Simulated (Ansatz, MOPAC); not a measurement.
System: C4H2ISe, charge 0, multiplicity 2. SMILES: Ic1[c][se]cc1

Atoms: I1, C2, C3, Se4, C5, C6, H7, H8. Bonds: I1-C2, C2-C3, C2-C6, C3-Se4, Se4-C5, C5-C6, C5-H7, C6-H8.

Bond lengths (Å) and angles (degrees) optimised at AM1 with MOPAC; PM6 with MOPAC; PBE/6-31G* with LANL2DZ past Ar with Ansatz (a quantum-chemistry and plane-wave program), each started from the B3LYP-D3(BJ)/def2-TZVP structure (Ansatz) of the last column. A row stands for all coordinates that are equal there; 13 of 19 kinds are shown. 6-31G* holds six Cartesian d functions. No wavenumbers were computed at PBE/6-31G* with LANL2DZ past Ar, so these may be saddle points.

```tsv
coordinate	AM1	PM6	PBE/6-31G* with LANL2DZ past Ar	B3LYP-D3(BJ)/def2-TZVP
I1-C2	1.997	2.078	2.134	2.097
C2-C3	1.346	1.328	1.350	1.337
C2-C6	1.450	1.463	1.446	1.441
C3-Se4	1.821	1.841	1.902	1.859
Se4-C5	1.890	1.918	1.933	1.889
C5-C6	1.361	1.356	1.368	1.356
C5-H7	1.084	1.078	1.090	1.078
C6-H8	1.096	1.086	1.093	1.081
I1-C2-C3	126.0	126.9	122.6	123.4
I1-C2-C6	123.7	123.3	123.0	123.3
C3-C2-C6	110.4	109.7	114.4	113.4
C2-C3-Se4	118.0	119.8	114.3	114.7
C2-C6-C5	115.0	114.9	114.7	114.6
```

Mean signed difference of all 8 bond lengths from B3LYP-D3(BJ)/def2-TZVP: AM1 -0.012 Å, PM6 0.001 Å, PBE/6-31G* with LANL2DZ past Ar 0.022 Å.
